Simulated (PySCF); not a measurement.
# Reading the logs of faulty runs: AlBClH2O

All numbers below are calculated, not measured. The program is PySCF 2.14.0, an open-source quantum chemistry code, run on an isolated molecule that a program drew, which may never have been made. The molecule is AlBClH2O (charge 0, doublet), drawn as the SMILES string `B[O][Al][Cl]`.

Each row is a Hartree-Fock (HF) and frozen-core CCSD(T) single point in the cc-pV(D+d)Z basis, meant for a local HF minimum. Run 1 is clean. Each other run has one planted mistake out of seven kinds, and not every kind appears here: one electron removed, one electron added, multiplicity raised by two, geometry at a saddle point, minimal basis STO-3G, one bond length entered in bohr, all coordinates scaled. The reference is restricted for singlets and unrestricted otherwise, and also for a bond in bohr. Adding or removing an electron swaps singlet and doublet. Electrons count all cores. HOMO and LUMO are orbital energies over both spins, the gradient is its largest component, and the lowest frequency (negative if imaginary) is given only where the gradient is small. Bond lengths are over the 5 bonds as drawn. T1 is the CCSD diagnostic: over 0.02 (restricted) or 0.045 (unrestricted) a single reference is doubtful.

Geometry of the clean run:
```xyz
6
AlBClH2O, angstrom
B     0.5873    1.2730   -1.2198
O     0.4630    1.6003    0.0773
Al    0.2583    1.9999    1.6957
Cl   -1.6257    1.5852    2.5783
H     0.9796    0.1749   -1.5231
H     0.3119    2.0825   -2.0686
```

| run | electrons | basis functions | <S^2> | HOMO (eV) | LUMO (eV) | gradient (hartree/bohr) | lowest frequency (cm^-1) | mean bond (Å) | longest bond (Å) | T1 | HF (hartree) | CCSD(T) (hartree) | mistake |
|---|---|---|---|---|---|---|---|---|---|---|---|---|---|
| 1 | 45 | 84 | 0.753 | -9.43 | 0.40 | 2.3e-05 | 75 | 1.5108 | 2.121 | 0.0162 | -802.28058 | -802.76623 | no fault |
| 2 | 45 | 84 | 0.774 | -8.92 | -1.09 | 1.3e-02 | - | 1.8883 | 4.009 | 0.0175 | -802.18814 | -802.67120 | one bond length entered in bohr |
| 3 | 45 | 84 | 0.753 | -9.67 | 0.11 | 2.3e-02 | - | 1.5683 | 2.202 | 0.0176 | -802.27267 | -802.76250 | ? |
| 4 | 45 | 30 | 0.753 | -6.72 | 4.99 | 4.1e-02 | - | 1.5108 | 2.121 | 0.0214 | -793.11256 | -793.24302 | ? |

**Which mistake was planted in run 3, and what did it cost?**

The mean and the longest bond both change by the same factor, 1.038, and the gradient is no longer small. So the mistake is: all coordinates scaled. Subtracting run 1 and multiplying by 627.51 kcal/mol a hartree, the energy moved by 5.0 kcal/mol in HF and 2.3 kcal/mol in CCSD(T).

**Which mistake was planted in run 4, and what did it cost?**

It has 30 basis functions where the clean run has 84, with the same electrons and geometry. So the mistake is: minimal basis STO-3G. Subtracting run 1 and multiplying by 627.51 kcal/mol a hartree, the energy moved by 5753.0 kcal/mol in HF and 5975.9 kcal/mol in CCSD(T).

